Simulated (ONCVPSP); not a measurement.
germanium (Ge): from the effect back to the setting (ONCV)

Base potential:

- Element: Ge
- Generator: ONCVPSP 4.0.1
- Type: optimised norm-conserving Vanderbilt (ONCV)
- Functional: PBE
- Relativity: scalar-relativistic
- Frozen core: [Ar] 3d10
- Valence charge: 4
- Reference configuration: 4s1.5 4p2.5
- Partial waves: 4s: rc 1.75 bohr, ncon 3, nbas 6, qcut 4.5 1/bohr, local; 4p: rc 2.20 bohr, ncon 3, nbas 7, qcut 3.8 1/bohr, 3 projectors, debl 3 Ha
- Local potential: the s channel
- Core correction: polynomial model core, fcfact 0.45

Cutoffs, loose and tight: the cutoffs (Ha) at which the residual kinetic energy of the hardest occupied pseudo-wave falls to 1 and 0.1 mHa per electron. They do not see the model core or the augmentation charge, which bear on the density cutoff. Test errors are all-electron minus pseudo excitation energies from the reference, over the configurations 4s2 4p2; 4s2 4p1; 4s2 4p0; 4s2 4p1.5; variants that change the core or the reference have their own tests.

Only the qcut of the s channel is moved (3 further runs of the sweep failed or gave no value and are left out):

| qcut of the s channel (1/bohr) | cutoff, loose | cutoff, tight | bound ghosts | largest test error (meV) |
| --- | --- | --- | --- | --- |
| 2.7 | 26 Ha | 45 Ha | none | -29 |
| 3.8 | 8.0 Ha | 28 Ha | none | -33 |
| 4.3 | 8.1 Ha | 17 Ha | none | -35 |
| 4.9 | 8.9 Ha | 11 Ha | none | -36 |

One more run gave cutoff, loose: 14 Ha; cutoff, tight: 31 Ha; bound ghosts: none; largest test error (meV): -32. Which value of the qcut of the s channel was used?

3.5 1/bohr. The tight cutoff moves one way along this sweep, from 45 Ha at 2.7 to 11 Ha at 4.9 1/bohr, which places the run between 2.7 and 3.8 1/bohr.
